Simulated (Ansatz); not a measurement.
C2H4N2Te, SMILES `N=C1NC[Te]1`. Charge 0, multiplicity 1. Te takes the def2 core potential. All single points use the PBE0-D4/def2-TZVP geometry. It is one conformer, not always the lowest.

```xyz
9

N    -0.312   -1.860    1.031
C    -0.326   -0.821    0.334
N     0.605    0.167    0.302
C     0.256    1.204   -0.631
Te   -1.567    0.172   -1.156
H    -1.108   -2.469    0.903
H     1.444    0.140    0.864
H     0.068    2.174   -0.171
H     0.941    1.293   -1.476
```

(1) What is the dipole moment at r2SCAN/def2-TZVPP? (Estimate.)

(2) And with PBE, B3LYP, ωB97M-V? (Best estimate.)

(3) Give the Mulliken charges with r2SCAN, PBE, ωB97M-V in def2-TZVPP. (An estimate is asked.)

Answers

(1) Computed: 2.04 D, with components (0.74, 1.76, -0.71) D in this frame, pointing from negative to positive charge.

(2) Ansatz gave: PBE 1.94 D, B3LYP 2.10 D, ωB97M-V 2.18 D.

(3) Computed: 
```csv
atom,r2SCAN,PBE,ωB97M-V
N1,-0.37,-0.27,-0.28
C2,0.10,-0.01,0.05
N3,-0.16,-0.10,-0.11
C4,-0.14,-0.22,-0.29
Te5,0.02,0.03,0.08
H6,0.17,0.17,0.13
H7,0.16,0.15,0.12
H8,0.11,0.13,0.16
H9,0.11,0.13,0.16
```

B3LYP here is the variant with VWN-RPA as its local correlation; programs differ in this.
